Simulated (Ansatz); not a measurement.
Harmonic frequencies (cm⁻¹) at PBE0-D4/def2-TZVP from Ansatz: 52, 70, 83, 100, 118, 139, 161, 197, 360, 412, 498, 648, 655, 669, 701, 710, 889, 933, 937, 946, 966, 973, 1002, 1074, 1623, 2168, 2173, 2182, 2189, 2190, 2202, 3810, 3906.

Each molecule was computed in one conformer, which needn't be the lowest.

Task: Which molecule is it?
A. `[OH2+][Au-][N]([SiH3])[SiH3]`
B. `C[S][Au-][NH3+]`
C. `CC#[N+][Au-][CH3]`
D. `C[S+](C)[Au-][SH]`

Result: A.
